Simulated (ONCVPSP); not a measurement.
**Potentials for Zr (Z = 40) compared**

Generated with ld1.x 7.5 (TM, RRKJ, ultrasoft, PAW), atompaw 4.2 or ONCVPSP 4.0.1. The cutoff is in Ry: for ld1.x and atompaw files where the sum of valence levels is converged to 10 mRy in a Bessel basis, for ONCV files where the hardest occupied wave has 1 mHa per electron of residual kinetic energy. The error is the largest all-electron minus pseudo excitation energy over each file’s own four to seven test configurations (ionisations up to +4, promotions, holes and added fractions of an electron), all of which were solved. The labels leave out finer settings (local radius, basis sizes, second energies), which also bear on the numbers. Spin-polarised tests are not counted. The rows are a selection from randomly drawn settings: files with unsolved tests, undetermined cutoffs or missed reference levels are left out.

A true bound ghost makes a file unfit for plane-wave use even where its test errors are small: the radial tests pick states by their node count and pass the ghost by.

| potential | cutoff (Ry) | largest error (meV) | bound ghosts |
| --- | --- | --- | --- |
| ONCV, PBEsol, scalar-relativistic, rc 3.25/1.80/1.90 (spd), local smoothed, core correction no, reference 4p6 4d2 5s1 5p1, qcut 2.1/9.7/4.4, projectors 2/3/2 | 79 | -4.2 | s |
| ONCV, PBE, scalar-relativistic, rc 1.95/1.60/3.05 (spd), local smoothed, core correction no, reference 4s2 4p6 4d2 5s1.75, qcut 5.1/7.1/4.1, projectors 2/2/2 | 38 | +835 | none |
| ONCV, PBEsol, scalar-relativistic, rc 2.30/1.85/1.85 (spd), local d, core correction yes, reference 4s2 4p6 4d2 5s2, qcut 6/7.2/10, projectors 2/2/0 | 35 | -9.8 | none |
| ONCV, PBEsol, scalar-relativistic, rc 2.05/1.75/3.00 (spd), local smoothed, core correction yes, reference 4s2 4p6 4d2 5s1.5, qcut 6.5/6.2/5.2, projectors 2/3/1 | 26 | -9.0 | d |
| ONCV, PBE, fully relativistic, rc 2.30/1.25/1.70 (spd), local smoothed, core correction yes, reference 4s2 4p6 4d2 5s1, qcut 5.7/5.5/5.7, projectors 3/1/2 | 187 | +23 | none |

**Question.** Fill in the row for Zr: ONCV, PBEsol, scalar-relativistic, rc 2.25/2.05/2.95 (spd), local smoothed, core correction yes, reference 4s2 4p6 4d2 5s2, qcut 4.5/6.8/6, projectors 2/1/2.

**Answer.** cutoff 21 Ry, largest error +22 meV, bound ghosts: none.
